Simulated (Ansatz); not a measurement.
Cost and result up the ladder for GeI2H2 (GeH2I2) (5 atoms). Total charge 0; singlet. Geometry: PBE0-D4/def2-SVP.

```xyz
5

Ge   -0.055   -0.175   -0.149
I    -0.878    2.187   -0.363
I     1.427   -0.413    1.864
H     0.775   -0.508   -1.394
H    -1.270   -1.091    0.042
```

Ansatz on 4 threads of Intel Xeon on a shared host. Times are rough, and most runs start from the orbitals of an earlier one. PBE0-D4/def2-TZVPD serves as the yardstick here, not as an exact answer. Differences are given only for rows in sets of like size (and for xTB, whose basis is part of the method), since another set adds its own error. Binding counts from free atoms at the same level (Ge triplet, I doublet, H doublet; other spins of the atoms weren't run), without zero-point energy or a counterpoise term.

In the def2 sets I takes a core potential; there is no spin–orbit coupling. LC-ωPBE has ω = 0.4 bohr⁻¹. Correlated methods freeze 17 core orbitals; core or outer-core shells of Ge, I are correlated, in sets that lack core-valence functions.

Correlated methods converge slowly with the basis.

| level | functions | wall time |
| --- | --- | --- |
| LDA (SPW92)/def2-TZVP | 160 | 1.6 s |
| PBE-D4/def2-TZVP | 160 | 1.8 s |
| BLYP-D4/def2-TZVP | 160 | 2.1 s |
| PBE0-D4/def2-SVP | 94 | 2.6 s |
| LC-ωPBE/def2-TZVP | 160 | 3 s |
| PBE-D4/def2-TZVPD | 190 | 3.3 s |
| r2SCAN-D4/def2-TZVP | 160 | 3.4 s |
| BHLYP-D4/def2-TZVP | 160 | 4.4 s |
| MP2/def2-TZVP | 160 | 4.4 s |
| PBE0-D4/def2-TZVPD | 190 | 4.8 s |
| r2SCAN-D4/def2-TZVPD | 190 | 5.5 s |
| r2SCANh-D4/def2-TZVP | 160 | 5.5 s |
| B97M-V/def2-TZVP | 160 | 6.5 s |
| CCSD(T)/def2-TZVPP | 176 | 94 s |

Q: Estimate what each level gives for the binding energy per atom (eV).

A: 
| level | binding energy per atom (eV) | difference from PBE0-D4/def2-TZVPD (eV) |
| --- | --- | --- |
| LDA (SPW92)/def2-TZVP | 2.67 | 0.36 |
| PBE-D4/def2-TZVP | 2.33 | 0.01 |
| BLYP-D4/def2-TZVP | 2.25 | -0.06 |
| PBE0-D4/def2-SVP | 2.30 | – |
| LC-ωPBE/def2-TZVP | 2.23 | -0.08 |
| PBE-D4/def2-TZVPD | 2.33 | 0.02 |
| r2SCAN-D4/def2-TZVP | 2.34 | 0.02 |
| BHLYP-D4/def2-TZVP | 2.25 | -0.06 |
| MP2/def2-TZVP | 2.29 | -0.03 |
| PBE0-D4/def2-TZVPD | 2.32 | 0.00 |
| r2SCAN-D4/def2-TZVPD | 2.34 | 0.02 |
| r2SCANh-D4/def2-TZVP | 2.32 | 0.01 |
| B97M-V/def2-TZVP | 2.33 | 0.01 |
| CCSD(T)/def2-TZVPP | 2.29 | -0.03 |
